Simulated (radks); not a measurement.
The nitrogen anion N-, [He] 2s2 2p4, held by a Watson sphere: a shell of charge +1 at radius R that stands for the Madelung well of a crystal (potential energy -1/R inside, -1/r outside, in hartree with lengths in bohr). Calculated with a radial shooting solver on a logarithmic mesh with Libxc functionals: non-relativistic Kohn-Sham, r2SCAN, spin-polarised, spherical densities, point nucleus; open shells are filled with parallel spins first; meta-GGA in the generalised Kohn-Sham scheme.

R (bohr) = 2.12: e(2s down) (eV) -16.843; e(2p up) (eV) -8.058; e(2p down) (eV) -4.905; <r> 2p (bohr) 1.758; sum of <r^2> (bohr^2) 18.25; X-ray form factor at sin(theta)/lambda = 0.1 1/angstrom 6.847
R (bohr) = 2.21: e(2s down) (eV) -16.629; e(2p up) (eV) -7.875; e(2p down) (eV) -4.743; <r> 2p (bohr) 1.779; sum of <r^2> (bohr^2) 18.54; X-ray form factor at sin(theta)/lambda = 0.1 1/angstrom 6.833
R (bohr) = 2.73: e(2s down) (eV) -15.527; e(2p up) (eV) -6.914; e(2p down) (eV) -3.861; <r> 2p (bohr) 1.904; sum of <r^2> (bohr^2) 20.10; X-ray form factor at sin(theta)/lambda = 0.1 1/angstrom 6.765
R (bohr) = 3.1: e(2s down) (eV) -14.873; e(2p up) (eV) -6.334; e(2p down) (eV) -3.308; <r> 2p (bohr) 1.996; sum of <r^2> (bohr^2) 21.11; X-ray form factor at sin(theta)/lambda = 0.1 1/angstrom 6.726
R (bohr) = 3.37: e(2s down) (eV) -14.457; e(2p up) (eV) -5.965; e(2p down) (eV) -2.947; <r> 2p (bohr) 2.067; sum of <r^2> (bohr^2) 21.83; X-ray form factor at sin(theta)/lambda = 0.1 1/angstrom 6.702
